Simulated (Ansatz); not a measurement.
The first iterations of a band of Cl₂H₄O₃W (10 atoms, charge 0, multiplicity 1).

These are results of RKS PBE/def2-SVP in Ansatz, not measurements.

* movable images: 5
* climbing image: yes
* spring: 5.0 eV/Å²
* optimiser: quadratic models (default)
* start path: through a guess of the saddle point
* force threshold: 0.05 eV/Å
* iteration limit: 60
* end points: relaxed

First end point:

```xyz
10
Properties=species:S:1:pos:R:3
W 0.274 0.098 -0.083
Cl 1.042 0.368 2.106
H 1.966 0.356 -0.159
O -0.436 1.822 -0.231
H -1.315 2.010 0.170
Cl -2.085 -0.139 0.883
O 0.043 -1.753 0.059
H -0.768 -2.095 0.501
O 0.646 -0.009 -1.924
H 1.461 0.134 -2.436
```

Last end point:

```xyz
10
Properties=species:S:1:pos:R:3
W -0.500 0.020 -0.400
Cl 1.816 -0.401 2.101
H 0.830 0.146 1.087
O -0.188 1.857 -0.039
H -0.694 2.427 -0.673
Cl -2.632 -0.125 0.399
O 0.169 -1.651 0.060
H 0.829 -1.714 0.825
O 0.107 0.076 -2.190
H 1.088 0.156 -2.285
```

| iteration | highest image above the first end (eV) | largest band force component (eV/Å) |
| --- | --- | --- |
| 1 | 3.249 | 15.272 |
| 2 | 1.846 | 1.175 |
| 3 | 1.518 | 2.274 |
| 4 | 1.410 | 0.784 |
| 5 | 1.328 | 0.514 |
| 6 | 1.265 | 0.757 |
| 7 | 1.255 | 1.215 |
| 8 | 1.249 | 0.323 |
| 9 | 1.263 | 0.301 |
| 10 | 1.273 | 0.291 |

Task: Does the band converge within its limit, and where does its top end?

Result: The forces met the threshold. It ended after 31 iterations with the highest image 1.263 eV above the first end. The profile has 2 maxima (images 1, 5) with wells between them (image 2): this band takes more than one step, which may be the mechanism or a detour left from its start path. A vibrational analysis at the climbing image gives 2 clearly imaginary modes (90i, 51i cm⁻¹): a point of higher order, so a lower path passes nearby. The orbitals stay closed-shell, which can raise the energy where a bond breaks towards radicals; this wasn't checked here.

The run took 4.1 min on 4 threads of Intel(R) Xeon(R) Platinum 8375C CPU @ 2.90GHz (Ice Lake) (shared host), peak memory 0.21 GiB.
